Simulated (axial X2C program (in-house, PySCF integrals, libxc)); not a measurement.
## ScI⁺: from the spin-free to the two-component result

Calculated with an in-house all-electron X2C program for linear molecules (integrals from PySCF). Spin-free means the one-electron spin-free X2C Hamiltonian; two-component (2c) means X2C with spin–orbit coupling and atomic mean-field two-electron Coulomb and Gaunt terms, so the difference of the two also holds small scalar two-electron terms. Basis: I dyall-cv3z [11s12p8d4f1g], Sc dyall-cv3z [10s11p7d5f2g] (cores contracted in-house); Gaussian nuclei, density fitting, unrestricted open shells. Masses: I 126.904 u, Sc 44.956 u.

Spin-free state: M_S = 1/2, Λ = 2 (beyond evenly filled blocks: δ+α); fragments I + Sc+.

| level | Re (Å) | ωe (cm⁻¹) | De (eV) | μ (D) |
| --- | --- | --- | --- | --- |
| PBE0 | 2.583 | 310.6 | 3.320 | 11.85 |
| HF | 2.667 | 295.5 | 1.981 | 14.35 |
| MP2 | 2.646 | 299.4 | 3.097 | n/a |
| CCSD | 2.643 | 300.2 | 3.004 | n/a |
| CCSD(T) | 2.642 | 299.7 | 3.119 | n/a |
| BHandHLYP | 2.606 | 307.5 | 2.963 | 12.69 |

Correlated methods: 9 electrons correlated (number of frozen shells: I 4 s, 3 p, 2 d; Sc 3 s, 2 p), 351 virtual spin orbitals or spinors in MP2, 90 natural virtuals in coupled cluster.

Dipoles are positive if Sc is the positive end and refer to the centre of mass.

(1) Within this multiplet, which Ω should lie lowest by the rule for regular and inverted multiplets?

Two-component determinant lowest at the distance of the search:

Ω = 3/2 (⟨Sz⟩ = -0.50, ⟨Lz⟩ = 2.00 at HF); fragments I + Sc+.

```
    level  Re (Å)  ωe (cm⁻¹)  μ (D)
     PBE0   2.586      308.2  11.80
       HF   2.670      293.5  14.31
      MP2   2.649      297.5    n/a
     CCSD   2.646      298.2    n/a
  CCSD(T)   2.645      297.8    n/a
BHandHLYP   2.610      305.0  12.63
```

(2) From the two tables, how do the constants change at the CCSD(T) level (2c against spin-free)?

Dissociation energies refer to the lowest single-determinant-based atoms at the same level and basis. De is not given where an atomic determinant may have missed its ground term or J level, or where the truncated virtual space spoils (T). Density functionals use the spin component along the axis (collinear). CCSD and (T) use frozen natural virtuals with an MP2 correction for the truncation; (T) itself is uncorrected, so its De runs slightly low. The functionals have no current-density term, which raises determinants with orbital currents, atoms included. The state is one determinant with fixed occupations, lowest in a PBE0 search at one distance only: followed along the bond, the spin-free determinant M_S = 1/2, Λ = 0 reaches 0.01 eV lower at PBE0, at Re = 2.532 Å, so the state shown is not the lowest. The outer-core s and p shells of the metal are frozen in the correlated rows, which leaves out core–valence correlation; for alkali and alkaline-earth bonds that tends to lengthen them. With the outer-core shells frozen, correlated bond lengths of heavy atoms tend to come out a few hundredths of an ångström too long.

Answers

(1) The open δ shell holds one electron, so the multiplet is regular: Ω = Λ − 1/2 = 3/2. The PBE0 2c search agrees, though Ω = 1/2 of the search lies only 0.01 eV higher.

(2) At the CCSD(T) level Re goes up by 0.003 Å and ωe goes down by 1.9 cm⁻¹.
